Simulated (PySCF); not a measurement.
C₂H₆O₂W, SMILES [W]([CH3])(=[O])(=[O])[CH3], multiplicity 1.

Coordinates come from a B3LYP-D3(BJ)/def2-SVP optimisation. The spin state was assumed, not searched. The structure was generated by enumeration; whether it is a known compound was not checked. The def2 effective core potentials stand for the cores of W; spin–orbit coupling is left out.

Vertical ionisation energy (IE) and electron affinity (EA) in eV. Rows of orbital energies are one-electron estimates. Where ΔSCF, EOM or ADC give a negative EA the extra electron is unbound and the value depends on the basis.

| level | IE | EA |
|---|---|---|
| −ε(HOMO), −ε(LUMO), PBE0/def2-TZVP (PySCF) | 8.70 | 2.49 |
| −ε(HOMO), −ε(LUMO), PBE/def2-TZVP (PySCF) | 7.24 | 3.27 |
